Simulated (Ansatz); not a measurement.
H$_{4}$BCl$_{2}$NO$_{2}$Si (SMILES OB(O)N[SiH](Cl)Cl), singlet, at a GFN2-xTB geometry, atoms displaced at random by about 0.03 Å a coordinate; B3LYP/STO-3G, gradient (Ansatz, a first-principles code).

Here is a job for Ansatz.
Ansatz 0.2 input:
```yaml
crystal:
  periodic: [false, false, false]
  atoms:
    - {symbol: Si, position_ang: [0.84844972, -0.19558811, -0.19841351]}
    - {symbol: Cl, position_ang: [2.25494732, 0.02377792, 1.13405463]}
    - {symbol: Cl, position_ang: [0.60321996, 1.35954013, -1.41931724]}
    - {symbol: N, position_ang: [-0.67203172, -0.42880406, 0.74488782]}
    - {symbol: B, position_ang: [-1.90527305, -0.65675499, 0.25635890]}
    - {symbol: O, position_ang: [-3.03094781, -0.78426257, 1.11593949]}
    - {symbol: O, position_ang: [-2.04486994, -0.72889803, -1.05266324]}
    - {symbol: H, position_ang: [1.05849892, -1.42172192, -0.97808742]}
    - {symbol: H, position_ang: [-0.56516182, -0.33281270, 1.80176440]}
    - {symbol: H, position_ang: [-3.82700906, -0.87495099, 0.76638387]}
    - {symbol: H, position_ang: [-2.92025842, -0.96148403, -1.46215697]}
basis:
  gaussian:
    orbitals: STO-3G
hamiltonian:
  xc: b3lyp
output: {forces: true}
```

What the program printed (banner, timings and long lists left out):

```
Functional definition: B3LYP
635 factors; integrals over basis functions are off by at most 4.6e-5 eV
mean field evaluation 1: about -38799.2176 eV, gradient 3.6e1 eV
mean field evaluation 2: about -38800.5296 eV, gradient 3.2e1 eV
mean field evaluation 4: about -38803.8568 eV, gradient 1.4e0 eV
mean field evaluation 8: about -38803.8340 eV, gradient 2.2e-2 eV
mean field -38803.83397604 eV, -1426.0145964362 hartree, gradient 6.1e-5 eV, S^2 0.000000; 0 other end points of the search recorded, 0 dependent functions left out
the calculation of the forces begins
reference -38803.83420271 eV, -1426.0146047662 hartree; 40, 40 occupied and 11, 11 virtual orbitals, 635 factors
Total energy: -38803.83420271 eV, -1426.0146047662 hartree
Atom 0 at     0.848450    -0.195588    -0.198414 Å, force    -4.886171    -3.830957    -0.388200 eV/Å
Atom 1 at     2.254947     0.023778     1.134055 Å, force     3.331864     0.603006     2.863550 eV/Å
Atom 2 at     0.603220     1.359540    -1.419317 Å, force    -0.075703     2.381670    -1.882262 eV/Å
Atom 3 at    -0.672032    -0.428804     0.744888 Å, force     5.521128     1.093926     2.748202 eV/Å
Atom 4 at    -1.905273    -0.656755     0.256359 Å, force    -6.632178    -0.863257     1.569807 eV/Å
Atom 5 at    -3.030948    -0.784263     1.115939 Å, force    11.470466     1.330095     5.157916 eV/Å
Atom 6 at    -2.044870    -0.728898    -1.052663 Å, force     1.275637    -0.000571    -4.116666 eV/Å
Atom 7 at     1.058499    -1.421722    -0.978087 Å, force     0.236176     0.544785     0.026916 eV/Å
Atom 8 at    -0.565162    -0.332813     1.801764 Å, force    -0.126501    -0.036761    -1.244820 eV/Å
Atom 9 at    -3.827009    -0.874951     0.766384 Å, force    -9.394065    -1.127070    -5.099119 eV/Å
Atom 10 at    -2.920258    -0.961484    -1.462157 Å, force    -0.720654    -0.094866     0.364676 eV/Å
Dipole moment:    -0.447058    -0.400549    -0.154227 e Å
```
